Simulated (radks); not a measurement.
Results of a calculation; reference values are marked as such.
Species: Hf I. Configuration: [Xe] 4f14 5d1 6s2 6d1 (not the ground configuration). Level of theory: Dirac Kohn-Sham, PBE, spin-unpolarised, spherical densities, finite nucleus; open shells fill j = l - 1/2 first; Fermi nuclear charge, rms radius 5.347 fm (a radial shooting solver on a logarithmic mesh with Libxc functionals). Some entries of the table are withheld. Estimate them.

orbital,occ.,eigenvalue (eV),<1/r> (bohr^-1)
1s1/2,2,-65184.43,83.78
2s1/2,2,-11146.28,20.31
2p1/2,2,-10647.76,20.28
2p3/2,4,-9455.966,17.23
3s1/2,2,-2544.345,7.451
3p1/2,2,-2322.874,7.367
3p3/2,4,-2067.467,6.581
3d3/2,4,-1691.904,6.472
3d5/2,6,-1636.197,6.284
4s1/2,2,-517.4903,3.123
4p1/2,2,-426.6730,3.013
4p3/2,4,-368.2389,2.739
4d3/2,4,-218.8364,2.519
4d5/2,6,-208.1360,2.453
5s1/2,2,-73.0398,1.183
5p1/2,2,(1),(2)
5p3/2,4,(3),(4)
4f5/2,6,-23.9564,1.935
4f7/2,8,-22.2112,1.904
6s1/2,2,-8.9146,0.4024
5d3/2,1,-8.0032,0.6102
5d5/2,0,-7.4438,0.5884
6p1/2,0,(5),0.3175
6p3/2,0,(6),0.2918
7s1/2,0,-1.5788,0.1363
6d3/2,1,-0.7208,0.1168
6d5/2,0,-0.7046,0.1149

Answer. 
(1) 5p1/2 eigenvalue (eV): -47.2616
(2) 5p1/2 <1/r> (bohr^-1): 1.051
(3) 5p3/2 eigenvalue (eV): -39.4097
(4) 5p3/2 <1/r> (bohr^-1): 0.9560
(5) 6p1/2 eigenvalue (eV): -4.5974
(6) 6p3/2 eigenvalue (eV): -3.9401
